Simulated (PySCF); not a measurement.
How methods differ on the excitation energy of Tl

Tl [Xe] 4f14 5d10 6s2 6p1 (2P) → Tl [Xe] 4f14 5d10 6s1 6p2 (4P), as a difference of total energies. All numbers are calculated (PySCF 2.14, the spin-free X2C one-electron Hamiltonian (Gaussian nucleus), in x2c-TZVPPall with one added diffuse shell each of s, p, d, f type (12s8p7d4f, 99 functions)). Correlated levels: valence and next inner shell: [Kr] 4d10 4f14 frozen. The calculations carry no spin-orbit coupling.

```json
{"method": "UHF", "excitation energy (eV)": "4.350"}
{"method": "MP2 (valence and next inner shell)", "excitation energy (eV)": "6.024"}
{"method": "SCS-MP2 (valence and next inner shell)", "excitation energy (eV)": "6.093"}
{"method": "CCSD (valence and next inner shell)", "excitation energy (eV)": "5.725"}
{"method": "CCSD(T) (valence and next inner shell)", "excitation energy (eV)": "5.803"}
```

Question: How much does correlation contribute at CCSD(T) (valence and next inner shell)?

Answer: 5.803 − (4.350) = 1.453 eV, measured against UHF.

Spin-orbit coupling is strong in these open shells (close to jj coupling). The scalar numbers leave it out and a first-order estimate fails, so it can dominate the gap to the real levels.
